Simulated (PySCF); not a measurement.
**Relaxation of sextet RuF3**

All numbers come from UB3LYP/[Ru def2-SVP with ECP28, F def2-SVP], scalar-relativistic core potentials, density fitting, no spin–orbit coupling, PySCF. A (50,194) grid was used.

A start displaced from a saddle point along its imaginary mode, of Cs symmetry, held to at least that symmetry:

```xyz
4
charge 0 multiplicity 6, angstrom
Ru    0.0207   -0.0568    0.0000
F     1.9393    0.2494    0.0000
F    -0.8972    1.6459    0.0000
F    -1.1533   -1.5905    0.0000
```

Optimiser trace:
```csv
step,E − E(last) (kJ/mol),largest gradient (Eh/bohr)
0,1.57,0.01239
1,0.17,0.00131
2,0.13,0.00049
3,0.12,0.00038
4,0.04,0.00109
5,0.02,0.00060
6,0.00,0.00020
7,0.00,0.00018
```

It ends at C2v with Ru–F 1.913 Å (×2), Ru–F 1.933 Å; F–Ru–F 111.9° (×2), F–Ru–F 136.3° (after a last refinement on a finer grid). The frequency run here used a shortcut that can spoil soft modes, so no verdict on minimum or saddle point is given.

Open d and f shells are described by one determinant, and the ground state may have another occupation or spin. At this level a doublet minimum of D3h symmetry lies 21 kJ/mol below this structure.

The relaxation took about 30 core-seconds on a shared host.
